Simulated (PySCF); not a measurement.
The vertical singlet excitations below were computed for one of the candidates. Computed with PySCF, TDDFT CAM-B3LYP/def2-SVPD, vertical, gas phase, core orbitals frozen in the response. Geometries: PBE0-D3(BJ)/def2-SVP, one conformer each. Relativistic effects are left out although some hold elements past zinc.

```
state  λ (nm)       f
   S1   223.6   0.015
   S2   203.6   0.048
   S3   196.9  0.0006
   S4   187.3  0.0021
   S5   185.7  0.0055
   S6   182.5  0.0069
   S7   181.9  0.0031
   S8   178.6  0.0086
   S9   176.8   0.025
  S10   175.5   0.021
```

Triplets computed (Tamm–Dancoff): 5.26, 5.36, 5.77, 5.79 eV.

Problem. Which candidate is it?
A. `CC#CC[N](C)[GeH3]`
B. `c1cc2sccc2[nH]1`
C. `[O-][N+]1=CC=CC=C1`
D. `C=Nc1ccccc1`

Solution. A. Its S1, at 5.54 eV, is the highest among the candidates; the nearest of the others has S1 at 5.18 eV. S1 is HOMO→LUMO (52%), HOMO→LUMO+1 (42%). Löwdin shares by element: HOMO nitrogen 56%, carbon 16% or more, germanium 7% (atoms not listed hold the other 20%); LUMO germanium 40%, hydrogen 15% or more, carbon 6% or more (atoms not listed hold the other 39%). At the same level the other candidates give, for their lowest levels:
- `C=Nc1ccccc1`: 285 nm (f 0.064); 242 nm (f 0.001); 216 nm (f 0.169); 201 nm (f 0.154); 195 nm (f 0.044); T1 3.41 eV; HOMO -7.92, LUMO -0.13 eV
- `[O-][n+]1ccccc1`: 278 nm (f 0.000); 278 nm (f 0.019); 257 nm (f 0.234); 217 nm (f 0.001); 199 nm (f 0.002); T1 2.61 eV; HOMO -7.66, LUMO -0.35 eV
- `c1cc2sccc2[nH]1`: 239 nm (f 0.262); 228 nm (f 0.001); 227 nm (f 0.097); 217 nm (f 0.000); 210 nm (f 0.007); T1 3.44 eV; HOMO -7.03, LUMO 0.81 eV

Shape of the structure used: `[CH3:1][C:2]#[C:3][CH2:4][N:5]([CH3:6])[GeH3:7]`: C3–C4–N5–C6 -65°.
